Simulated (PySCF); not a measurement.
PySCF input file for CH7ClGeSi, SMILES Cl[SiH2][CH2][GeH3], IEF-PCM-B3LYP/def2-SVP. Coordinates come from a B3LYP-D3(BJ)/def2-SVP optimisation. This is a generated structure with no PubChem entry under its InChIKey; it may be hypothetical. One conformer was computed; it need not be the lowest.

```python
import numpy as np
from pyscf import gto, scf, dft
from pyscf.solvent import pcm

mol = gto.M(
    atom='''
    Si    1.24127819   -1.14743490    0.37155081
    Cl    2.04454744    0.73811310    0.77906208
    C    -0.16973888   -0.96230433   -0.83971592
    Ge   -1.50524217    0.41700276   -0.35743664
    H     0.75895654   -1.71924412    1.65739564
    H     2.33951773   -1.99259214   -0.17154612
    H    -0.68818703   -1.93377815   -0.91746105
    H     0.22456152   -0.72041869   -1.84012581
    H    -0.96149807    1.81759058   -0.68744871
    H    -1.82226993    0.32672274    1.14948629
    H    -2.80009916    0.16762357   -1.15979928
    ''',
    basis='def2-SVP',
    charge=0,
    spin=0,
    max_memory=1600,
    verbose=3,
)
mf = dft.RKS(mol, xc='b3lyp').density_fit(auxbasis='def2-universal-jkfit')
mf.grids.level = 3
mf.conv_tol = 1e-9
mf.max_cycle = 100
mf.kernel()
res = {}
for name, eps in {'water': 78.355, 'methanol': 32.613, 'tetrahydrofuran': 7.4257}.items():
    s = mf.PCM()
    s.with_solvent.method, s.with_solvent.eps, s.with_solvent.lebedev_order = 'IEF-PCM', eps, 29
    s.kernel(mf.make_rdm1())
    res[name] = (s.e_tot, eps, s.dip_moment(), s.mo_energy, s.converged)
    print(f'{name}: electrostatic solvation free energy {(s.e_tot - mf.e_tot) * 627.509474:.3f} kcal/mol')
```

Program output:

```
converged SCF energy = -2868.61309829689

WARN: PCM is an experimental feature. It is still in testing.
Features and APIs may be changed in the future.

converged SCF energy = -2868.61591628507
Dipole moment(X, Y, Z, Debye): -0.97504, -2.00759, -1.26860
water: electrostatic solvation free energy -1.768 kcal/mol

WARN: PCM is an experimental feature. It is still in testing.
Features and APIs may be changed in the future.

converged SCF energy = -2868.61582783123
Dipole moment(X, Y, Z, Debye): -0.96934, -1.98776, -1.25775
methanol: electrostatic solvation free energy -1.713 kcal/mol

WARN: PCM is an experimental feature. It is still in testing.
Features and APIs may be changed in the future.

converged SCF energy = -2868.6153599636
Dipole moment(X, Y, Z, Debye): -0.93909, -1.88516, -1.20138
tetrahydrofuran: electrostatic solvation free energy -1.419 kcal/mol
```

The run converged.
